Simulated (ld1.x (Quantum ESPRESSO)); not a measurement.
## Logarithmic derivatives: Pd (Z = 46), PAW

Pd (Z = 46), PAW, made with ld1.x (Quantum ESPRESSO) 7.5 (PBE, scalar-relativistic). Core [Kr], reference 4d9 5s1 5p0. Waves: 5s (bound): rcut 1.65, rcutus 2.25 bohr; 5s channel at 0.3 Ry: rcut 1.65, rcutus 2.25 bohr; 5p (bound, empty): rcut 3.55, rcutus 4.30 bohr; 5p channel at 1.55 Ry: rcut 3.55, rcutus 4.30 bohr; 4d (bound): rcut 1.30, rcutus 1.55 bohr; 4d channel at 0.65 Ry: rcut 1.30, rcutus 1.55 bohr. Local part: all-electron potential smoothed inside 1.40 bohr (lloc = -1). Core correction: Bessel-smoothed model core inside 1.00 bohr. Augmentation charge: PSQ, inside the norm-conserving radii.

The phase is arctan(r·u′/u) with u = r·R(r), unwrapped; energies in Ry, scanned from -2 to 5 Ry. A pole is an energy at which the radial function vanishes at the test radius. The pseudo phase is shifted by a multiple of π to meet the all-electron one at the reference energy, and phase errors are pseudo minus all-electron; the curves can meet again beyond the range given. Levels narrower than the energy grid can be missing from the lists of poles. Where the grid stepped over a known ghost or core level, its pole and its step of π were put in at the level’s energy.

Task: For each channel, where are the poles, and over which energies does the pseudopotential scatter like the atom?

Result:

```csv
channel,radius (bohr),reference energy (Ry),"poles, all-electron","poles, pseudo",unbroken range about the reference energy with phases within 0.05 rad,phase error 1 Ry above the reference energy (rad)
s,4.67,-0.32,"-0.15, 1.97","-0.15, 1.97",below 3.2,-0.000
p,4.67,-0.06,"0.35, 2.58","-0.90, 0.35, 2.54",-0.9 to 3.4,-0.002
d,4.67,-0.49,"-0.48, 1.24, 3.77","-0.48, 1.24, 3.77",the whole range,+0.000
```

Note: ghost states, extra bound levels that the all-electron valence spectrum of the same l lacks: s at -141.8 eV, p at -12.3 eV. A true bound ghost makes a file unfit for plane-wave use.

Phases in the p channel:

| E (Ry) | all-electron | pseudo |
| --- | --- | --- |
| -2.00 | 1.414 | 4.555 |
| -1.76 | 1.403 | 4.544 |
| -1.52 | 1.389 | 4.529 |
| -1.28 | 1.370 | 4.510 |
| -1.04 | 1.344 | 4.481 |
| -0.80 | 1.304 | 1.309 |
| -0.56 | 1.232 | 1.233 |
| -0.32 | 1.044 | 1.045 |
| -0.08 | -0.113 | -0.113 |
| 0.16 | -1.384 | -1.384 |
| 0.40 | -1.603 | -1.603 |
| 0.64 | -1.722 | -1.723 |
| 0.88 | -1.864 | -1.866 |
| 1.12 | -2.216 | -2.220 |
| 1.36 | -3.624 | -3.627 |
| 1.60 | -4.356 | -4.356 |
| 1.84 | -4.539 | -4.540 |
| 2.08 | -4.621 | -4.623 |
| 2.32 | -4.672 | -4.675 |
| 2.56 | -4.709 | -4.715 |
| 2.80 | -4.742 | -4.751 |
| 3.04 | -4.775 | -4.792 |
| 3.28 | -4.813 | -4.849 |
| 3.52 | -4.868 | -4.958 |
| 3.76 | -4.966 | -5.368 |
| 4.00 | -5.247 | -7.191 |
| 4.24 | -6.642 | -7.617 |
| 4.48 | -7.479 | -7.726 |
| 4.72 | -7.657 | -7.778 |
| 4.96 | -7.731 | -7.811 |
